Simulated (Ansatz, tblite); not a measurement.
Forces on the cluster Nb3S4⁺ at its B3LYP-D4/def2-SVP geometry. The state is a singlet with charge 1.

In the def2 sets Nb takes a core potential; there is no spin–orbit coupling. The xTB rows come from tblite. The restricted singlet is unstable towards broken spin symmetry at other levels; at PBE-D4/def2-TZVP this wasn't settled. No other spin state of charge 1 was run. The geometry of the singlet was relaxed on an unsound state (restricted singlet, unstable towards broken spin symmetry at other levels and untested here). Another isomer (singlet) lies 0.29 eV lower at PBE0-D4/def2-TZVP; other spin states weren't run for this one.

GFN1-xTB (tblite), largest force 10.92 eV/Å:

```xyz
7
positions Å, forces eV/Å
Nb    1.172   -0.450    0.680    4.653   -9.154    3.721
Nb    0.116    1.464   -0.134   -5.224    8.695   -3.877
Nb   -1.253   -1.068   -0.749    0.550    0.436    0.335
S    -0.593   -2.155    1.124    0.068   -0.228    0.301
S     0.746   -0.337   -1.819    0.394    0.077   -0.427
S    -2.307    0.849   -0.191   -0.275    0.320    0.044
S     2.118    1.696    1.089   -0.166   -0.146   -0.097
```

GFN2-xTB (tblite), largest force 11.11 eV/Å:

```
Nb 5.336 -8.660 4.358
Nb -5.041 9.268 -3.480
Nb -1.920 -1.906 -1.590
S 0.076 -1.335 1.506
S 1.364 -0.138 -2.163
S -1.532 1.495 0.357
S 1.716 1.277 1.012
```

PBE-D4/def2-TZVP (Ansatz), largest force 0.61 eV/Å:

```
Nb -0.119 -0.126 -0.195
Nb -0.113 -0.181 -0.205
Nb 0.255 0.119 -0.054
S 0.103 0.252 -0.080
S -0.205 0.127 0.561
S 0.273 -0.032 0.058
S -0.195 -0.159 -0.084
```
